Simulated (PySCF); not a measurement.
**Radial density of P⁺ (phosphorus, charge +1)**

UHF, [Ne] 3s2 3p2, high-spin 3P determinant. Computed with PySCF 2.14 in def2-TZVP (5s5p2d1f, 37 functions), with the non-relativistic Hamiltonian (point nucleus).

| r (bohr) | 4πr²ρ (e/bohr) | 4πr²(ρα − ρβ) |
| --- | --- | --- |
| 0.00198 | 0.1011 | 0.0000 |
| 0.00333 | 0.2760 | 0.0000 |
| 0.00560 | 0.7270 | 0.0000 |
| 0.00941 | 1.838 | 0.0001 |
| 0.0158 | 4.287 | 0.0004 |
| 0.0266 | 8.803 | 0.0012 |
| 0.0448 | 14.54 | 0.0047 |
| 0.0753 | 17.01 | 0.0205 |
| 0.127 | 12.85 | 0.0773 |
| 0.213 | 11.42 | 0.1876 |
| 0.359 | 16.03 | 0.1909 |
| 0.603 | 9.777 | -0.0084 |
| 1.01 | 2.413 | 0.3665 |
| 1.71 | 2.370 | 1.0891 |
| 2.87 | 0.7982 | 0.4819 |
| 4.83 | 0.03663 | 0.0274 |
| 8.12 | 6.977e-05 | 0.0001 |

**Question.** Where is the radial spin density 4πr²(ρα − ρβ) most negative, and why is it negative at all?

**Answer.** Around r = 0.603 bohr, down to -0.0084 e/bohr: exchange with the open shell polarises the paired shells in an unrestricted calculation.
